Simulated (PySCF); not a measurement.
Chromium: a sound run and one with changed settings

Sound run: Cr [Ar] 3d5 4s1, Cr+ [Ar] 3d5. Calculation: PySCF 2.14, in jorge-DZP-DKH (8s6p2d1f, 43 functions); the spin-free X2C one-electron Hamiltonian (Gaussian nucleus). In the sound run the correlated levels freeze [Ar]. The sound run starts from symmetry-adapted Hartree-Fock orbitals and uses a fine grid where one is needed.

Changed run: initial guess minao, at most 50 SCF cycles.

| species | method | sound run (hartree) | changed run (hartree) | converged |
| --- | --- | --- | --- | --- |
| Cr | UHF | -1049.61055 | -1049.61055 | yes |
| Cr | B3LYP | -1050.75434 | -1050.75434 | yes |
| Cr | M06-L | -1050.65220 | -1050.65220 | yes |
| Cr | MP2 | -1049.66873 | -1049.66873 | yes |
| Cr+ | UHF | -1049.39206 | -1049.36189 | yes |
| Cr+ | B3LYP | -1050.49973 | -1050.49973 | yes |
| Cr+ | M06-L | -1050.40910 | -1050.40910 | yes |

Ionisation energy of Cr:

```
method  sound run (eV)  changed run (eV)
 B3LYP           6.928             6.928
 M06-L           6.615             6.615
```

The plain start fixes occupations by D2h representation alone, and Cr+ at UHF landed in another state (other ⟨L²⟩ or ⟨S²⟩). 

For comparison, NIST gives 6.767 eV between the lowest levels.
